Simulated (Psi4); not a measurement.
C4H10BO2, doublet, at a GFN2-xTB geometry; Psi4 with BLYP/3-21G.

Psi4 was given this input:
```
memory 2 GB

molecule mol {
0 2
C     3.042965    0.208873   -0.768064
C     2.324881   -0.743452    0.183543
O     1.103180   -0.220898    0.638197
B    -0.005917   -0.033382   -0.124088
O    -1.047151    0.537008    0.536839
C    -2.316504    0.790713   -0.007864
C    -3.093262   -0.492640   -0.286747
H     2.430966    0.376101   -1.652017
H     3.213553    1.164657   -0.279293
H     3.998297   -0.213333   -1.067754
H     2.936895   -0.913446    1.076355
H     2.161296   -1.709810   -0.314931
H    -2.850756    1.399426    0.730117
H    -2.220917    1.373435   -0.935433
H    -2.558304   -1.094523   -1.018483
H    -3.196935   -1.070903    0.627794
H    -4.081226   -0.254540   -0.671411
}

set {
  basis 3-21g
  reference uks
  ints_tolerance 1e-8
}

energy('blyp')
print_variables()
```

Write the output that Psi4 gives for this input, abridged.


```
   => Loading Basis Set <=

    Name: 3-21G
    Role: ORBITAL
    Keyword: BASIS

         ---------------------------------------------------------
                                   SCF
               by Justin Turney, Rob Parrish, Andy Simmonett
                          and Daniel G. A. Smith
                              UKS Reference
         ---------------------------------------------------------

  ==> Geometry <==

    Molecular point group: c1
    Full point group: C1

    Geometry (in Angstrom), charge = 0, multiplicity = 2:

       Center              X                  Y                   Z               Mass
    ------------   -----------------  -----------------  -----------------  -----------------
         C            3.041386425267     0.199966424855    -0.801171412087    12.000000000000
         C            2.323302425267    -0.752358575145     0.150435587913    12.000000000000
         O            1.101601425267    -0.229804575145     0.605089587913    15.994914619570
         B           -0.007495574733    -0.042288575145    -0.157195412087    11.009305360000
         O           -1.048729574733     0.528101424855     0.503731587913    15.994914619570
         C           -2.318082574733     0.781806424855    -0.040971412087    12.000000000000
         C           -3.094840574733    -0.501546575145    -0.319854412087    12.000000000000
         H            2.429387425267     0.367194424855    -1.685124412087     1.007825032230
         H            3.211974425267     1.155750424855    -0.312400412087     1.007825032230
         H            3.996718425267    -0.222239575145    -1.100861412087     1.007825032230
         H            2.935316425267    -0.922352575145     1.043247587913     1.007825032230
         H            2.159717425267    -1.718716575145    -0.348038412087     1.007825032230
         H           -2.852334574733     1.390519424855     0.697009587913     1.007825032230
         H           -2.222495574733     1.364528424855    -0.968540412087     1.007825032230
         H           -2.559882574733    -1.103429575145    -1.051590412087     1.007825032230
         H           -3.198513574733    -1.079809575145     0.594686587913     1.007825032230
         H           -4.082804574733    -0.263446575145    -0.704518412087     1.007825032230

  Running in c1 symmetry.

  Rotational constants: A =      0.28011  B =      0.03273  C =      0.03240 [cm^-1]
[...]
      Ntotal   =   55.0001559845 ; deviation = 1.560e-04

   @Spin Contamination Metric:   1.494475208E-03
   @S^2 Expected:                7.500000000E-01
   @S^2 Observed:                7.514944752E-01
   @S   Expected:                5.000000000E-01
   @S   Observed:                5.000000000E-01

    Orbital Energies [Eh]
    ---------------------

    Alpha Occupied:

[...]
      28A     -0.127766

    Alpha Virtual:

[...]
      83A      3.110828

    Beta Occupied:

[...]
    Beta Virtual:

[...]
    Final Occupation by Irrep:
              A
    DOCC [    27 ]
    SOCC [     1 ]
    NA   [    28 ]
    NB   [    27 ]

  @DF-UKS Final Energy:  -331.78311638622972

   => Energetics <=

    Nuclear Repulsion Energy =            287.4969215779795491
    One-Electron Energy =               -1019.8642765647530268
    Two-Electron Energy =                 447.0535169125075754
    DFT Exchange-Correlation Energy =     -46.4692783119637625
    Empirical Dispersion Energy =           0.0000000000000000
    VV10 Nonlocal Energy =                  0.0000000000000000
    Total Energy =                       -331.7831163862297217

  UHF NO Occupations:
  HONO-2 :   26  A 1.9997496
  HONO-1 :   27  A 1.9995513
  HONO-0 :   28  A 1.0000000
  LUNO+0 :   29  A 0.0004487
  LUNO+1 :   30  A 0.0002504
  LUNO+2 :   31  A 0.0000282
  LUNO+3 :   32  A 0.0000070

Computation Completed

Properties will be evaluated at   0.000000,   0.000000,   0.000000 [a0]

Properties computed using the SCF density matrix

 Multipole Moments:

 ------------------------------------------------------------------------------------
     Multipole            Electronic (a.u.)      Nuclear  (a.u.)        Total (a.u.)
 ------------------------------------------------------------------------------------

 L = 1.  Multiply by 2.5417464519 to convert [e a0] to [Debye]
 Dipole X            :          0.1445394           -0.1640766           -0.0195372
 Dipole Y            :          0.8154692           -0.9257081           -0.1102389
 Dipole Z            :          3.0312426           -3.4410168           -0.4097741
 Magnitude           :                                                    0.4247931

 ------------------------------------------------------------------------------------

  Variable Map:
  ----------------------------------------------------------------------------
[...]
  Array Variable Map:
  ----------------------------------------------------------------------------
[...]
[...]
```
